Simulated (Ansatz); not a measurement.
Basis-set series for C2H3ClSi, SMILES `Cl[SiH]1C=C1`. Charge 0, multiplicity 1. The geometry is a stationary point of PBE0-D4/def2-TZVP.

```
functional       basis  functions  energy (Eh)  HOMO (eV)  LUMO (eV)
   PBE0-D4    def2-SVP         79   -827.02830      -7.62      -0.38
   PBE0-D4  def2-QZVPP        344   -827.40526      -7.67      -0.66
   ωB97M-V    def2-SVP         79   -827.31549      -9.73       1.96
   ωB97M-V  def2-QZVPP        344   -827.69275      -9.82       1.35
```

(1) Give the rows for def2-TZVPP. (An estimate is asked.)

Answers

(1) Computed: 
```json
{"functional": "PBE0-D4", "basis": "def2-TZVPP", "functions": "188", "energy (Eh)": "-827.37753", "HOMO (eV)": "-7.66", "LUMO (eV)": "-0.58"}
{"functional": "ωB97M-V", "basis": "def2-TZVPP", "functions": "188", "energy (Eh)": "-827.66672", "HOMO (eV)": "-9.80", "LUMO (eV)": "1.58"}
```

Positive LUMOs are unbound and depend on the basis.
